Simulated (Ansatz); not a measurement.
Be11⁻, relaxed as a doublet with UKS r2SCAN/def2-SVPD in Ansatz, starting from the GFN1-xTB geometry. Force threshold 0.02 eV/Å.

The relaxation made no stability test and no search for a lower SCF solution. The structure comes from a short search, and lower isomers may exist.

Start:

```xyz
11

Be   -1.6586   -0.9896   -0.3188
Be   -1.2949   -0.1660    1.5677
Be    0.1042   -2.0408   -0.6430
Be   -0.6310    1.7628   -1.2848
Be   -1.8538    1.2969    0.1436
Be    0.3648   -1.4061    1.3155
Be    1.2582    0.8031   -1.3660
Be   -0.3280   -0.4500   -1.8907
Be    0.5208    0.8001    2.0536
Be    1.7522   -0.8706   -0.2176
Be    1.7659    1.2602    0.6404
```

Q: Estimate the energy that the relaxation releases and the steps that it takes.

A: 66.2 kcal/mol, in 12 steps; 97 s on 4 threads of Arm Neoverse V1 on a shared host. No frequencies were taken in this run, so the end may be a saddle point.

Q: Does the start keep its bonding and symmetry?

A: Bonds formed: Be1–Be4, Be1–Be6, Be3–Be7, Be4–Be11, Be5–Be9, Be5–Be11, Be9–Be10 (atoms count from 1). The end is the same structure that another start reached, the lowest one found. Point group Cs at the start, C2 at the end, both within 0.05 Å.

Q: Predict the relaxed structure.

A: 
```tsv
atom	x (Å)	y (Å)	z (Å)
Be1	-1.141	-0.448	-0.263
Be2	-1.488	-0.306	1.896
Be3	0.461	-1.675	-0.845
Be4	-0.542	1.377	-1.353
Be5	-1.111	1.420	0.695
Be6	0.024	-1.579	1.234
Be7	1.276	0.293	-1.603
Be8	-0.453	-0.456	-2.342
Be9	0.417	0.373	1.993
Be10	1.637	-0.467	0.384
Be11	0.918	1.469	0.204
```
Bond lengths (bridged metal pairs left out): 27 × Be–Be 2.02 to 2.26 Å.
